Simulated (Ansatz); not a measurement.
C3H9NSi can be A, `CC(C)[Si]N`, or B, `C=C[SiH2]NC`.

Calculated with Ansatz (gas phase, PBE0-D4/def2-TZVP geometries, no zero-point term in ΔE). CBS: MP2 limit from def2 TZ/QZ plus the TZ coupled-cluster correction, frozen cores. DFT in def2-TZVPP. B3LYP here is the variant with VWN-RPA as its local correlation; programs differ in this. One conformer a species, not always the lowest.

Question: Which isomer does CCSD(T)/CBS put lower? Give the gap. (An estimate is asked.)

Answer: Computed: A, by 17.2 kJ/mol.

Question: Give E(B) − E(A) in kJ/mol with LDA (SPW92), B2PLYP, CCSD(T)/def2-SVP, B3LYP, MP2/def2-TZVPP, PBE0-D4, PBE-D4. (An estimate is asked.)

Answer: The calculation gave: LDA (SPW92) 43.3, B2PLYP 10.5, CCSD(T)/def2-SVP 23.1, B3LYP 7.7, MP2/def2-TZVPP 18.8, PBE0-D4 24.8, PBE-D4 29.2. None reverses the order clearly.

Question: Does the order hold for the free energy at 298.15 K (harmonic terms from PBE0-D4)? (An estimate is asked.)

Answer: Computed: Too close to call: G(B) − G(A) = +0.5 kJ/mol, for one conformer each. Modes under 60 cm⁻¹, often nearly free rotors, make the harmonic entropy too high.

Largest T1 diagnostic: 0.012.

From BLYP to BHLYP (50 % exact exchange), in def2-TZVPP and without D4, E(B) − E(A) moves by −6.6 kJ/mol. In def2-TZVPP, CCSD(T) changes the Hartree–Fock value by +37.9 kJ/mol (the triples alone add +2.3 kJ/mol) and MP2 by +39.0 kJ/mol.
